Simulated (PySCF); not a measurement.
This PySCF input asks for the NMR shieldings of SMILES C#C[SiH](CC=C)CC=C, C$_{8}$H$_{12}$Si; the geometry comes from GFN2-xTB.

```python
import basis_set_exchange as bse
import numpy as np
from pyscf import gto, dft
from pyscf.prop import nmr

atoms = """
C    -0.666640    3.172153    0.602886
C    -0.474679    2.152599   -0.005312
Si   -0.166366    0.567469   -0.915290
C    -0.829445   -0.876887    0.149563
C    -2.301214   -0.778930    0.330536
C    -3.183420   -1.569665   -0.253699
C     1.725879    0.366817   -1.155246
C     2.432263    0.281664    0.150617
C     2.950849   -0.824268    0.654649
H    -0.838289    4.066265    1.130946
H    -0.845881    0.630246   -2.218294
H    -0.575687   -1.827893   -0.320394
H    -0.336641   -0.847805    1.123457
H    -2.634152    0.027092    0.971696
H    -2.876697   -2.375819   -0.900821
H    -4.243888   -1.450974   -0.111286
H     1.928326   -0.525850   -1.747689
H     2.094745    1.226305   -1.715371
H     2.478189    1.207468    0.710097
H     2.916950   -1.760857    0.120873
H     3.436876   -0.842187    1.615272
"""
names = dict.fromkeys(["C", "Si", "H"], "pcSseg-1")
basis = {el: gto.basis.parse(bse.get_basis(n, elements=[el], fmt="nwchem")) for el, n in names.items()}
mol = gto.M(atom=atoms, basis=basis, charge=0, verbose=0)
mf = dft.RKS(mol, xc="PBE0")
mf.grids.level = 2
mf.grids.alignment = dft.numint.BLKSIZE   # the property module wants whole blocks of grid points
mf.conv_tol = 1e-9
mf.kernel()

calc = nmr.RKS(mf)   # GIAO
C = mf.mo_coeff
Co = C[:, mf.mo_occ > 0]
resp = mf.gen_response(singlet=True, hermi=2)
def vind(x):   # induced exchange potential for any number of trial vectors
    d = np.einsum("pi,xij,qj->xpq", C, 2 * x.reshape(-1, C.shape[1], Co.shape[1]), Co, optimize=True)
    return np.einsum("xpq,pi,qj->xij", resp(d - d.transpose(0, 2, 1)), C, Co, optimize=True).ravel()
mo1, _ = nmr.rhf.solve_mo1(calc, with_cphf=vind)
sigma = calc.kernel(mo1)
for i, s in enumerate(sigma):   # ppm
    w = np.linalg.eigvalsh((s + s.T) / 2)
    print("%2d %-2s iso %8.1f  s11 %8.1f  s22 %8.1f  s33 %8.1f" % (i, mol.atom_pure_symbol(i), w.mean(), *w))
```

Q: Give the expected output.

A: 
```
 0 C  iso     82.3  s11     -2.8  s22      0.4  s33    249.4
 1 C  iso     98.0  s11      0.5  s22      4.5  s33    289.2
 2 Si iso    388.3  s11    357.0  s22    380.3  s33    427.5
 3 C  iso    161.4  s11    146.1  s22    156.2  s33    181.9
 4 C  iso     43.8  s11    -79.6  s22     48.2  s33    162.9
 5 C  iso     66.9  s11    -45.1  s22     90.0  s33    155.7
 6 C  iso    160.0  s11    146.2  s22    156.6  s33    177.1
 7 C  iso     43.9  s11    -78.5  s22     45.7  s33    164.5
 8 C  iso     66.5  s11    -45.5  s22     88.3  s33    156.7
 9 H  iso     29.8  s11     24.5  s22     24.8  s33     40.0
10 H  iso     27.3  s11     24.6  s22     25.2  s33     32.1
11 H  iso     30.2  s11     25.6  s22     30.5  s33     34.4
12 H  iso     29.6  s11     25.5  s22     29.3  s33     33.9
13 H  iso     25.4  s11     23.2  s22     23.6  s33     29.3
14 H  iso     26.4  s11     22.9  s22     25.5  s33     30.8
15 H  iso     26.5  s11     23.3  s22     25.4  s33     30.8
16 H  iso     30.0  s11     27.0  s22     28.4  s33     34.7
17 H  iso     29.7  s11     26.5  s22     27.4  s33     35.4
18 H  iso     25.4  s11     23.0  s22     24.3  s33     28.7
19 H  iso     26.4  s11     22.6  s22     25.9  s33     30.7
20 H  iso     26.5  s11     23.2  s22     25.6  s33     30.6
```

These numbers come from an equivalent density-fitted implementation of the same equations, which agrees with the script to about 0.01 ppm for H and up to a few tenths of a ppm for heavy atoms, so last digits may differ.

Q: Turn these shieldings into chemical shifts. Scale: 13C (186.93 ppm), 29Si (349.16 ppm), 1H (31.72 ppm) against TMS (reference shieldings calculated alike).

A: Averaging equivalent atoms: C 4/7: 143.1; C 5/8: 120.2; C 0: 104.6; C 1: 88.9; C 3/6: 26.2; Si 2: -39.1; H 13/18: 6.34; H 14/19: 5.30; H 15/20: 5.23; H 10: 4.42; H 9: 1.94; H 12/16: 1.92; H 11/17: 1.77 ppm. 

Size and cost of the density-fitted run: 220 basis functions, 84 s wall time on 1 thread of an Arm Neoverse N1, shared host; peak memory 0.99 GiB.
